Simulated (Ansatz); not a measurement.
The cluster Ga4P4. Total charge 0; triplet. Geometry PBE0-D4/def2-SVP, that of the neutral singlet.

```xyz
8

Ga    2.077    1.460   -0.855
Ga   -2.654    0.361   -0.049
Ga   -1.292   -2.128   -0.990
Ga    1.869    0.307    1.894
P    -0.156    0.486   -1.511
P     0.978   -1.186   -0.424
P    -0.449    1.423    0.563
P    -0.373   -0.723    1.372
```

At PBE-D4/def2-SVP the gap within one spin of the charge 0 triplet nearly closes, so an electron or hole may be smeared out by delocalisation error. At PBE0-D4/def2-SVP a singlet of charge 0 lies 1.67 eV below the triplet at the same geometry. Another isomer (singlet) lies 0.13 eV lower at PBE0-D4/def2-TZVP; other spin states weren't run for this one.

(1) Estimate the α-spin orbital energies around the gap (eV) in Ansatz with PBE-D4/def2-SVP, r2SCAN-D4/def2-SVP, PBE0-D4/def2-SVP.

## Answers

(1) 
```tsv
orbital	PBE-D4/def2-SVP	r2SCAN-D4/def2-SVP	PBE0-D4/def2-SVP
HOMO−5	-6.59	-6.94	-7.59
HOMO−4	-6.16	-6.45	-7.01
HOMO−3	-5.65	-6.06	-6.65
HOMO−2	-5.44	-5.65	-6.23
HOMO−1	-5.44	-5.65	-6.23
HOMO	-3.69	-4.00	-4.29
LUMO	-2.87	-2.84	-2.21
LUMO+1	-2.81	-2.80	-2.08
LUMO+2	-2.81	-2.80	-2.08
LUMO+3	-2.17	-2.16	-1.66
LUMO+4	-1.84	-1.77	-1.16
LUMO+5	-1.84	-1.77	-1.16
β HOMO	-5.27	-5.52	-6.00
β LUMO	-5.13	-5.23	-4.62
```
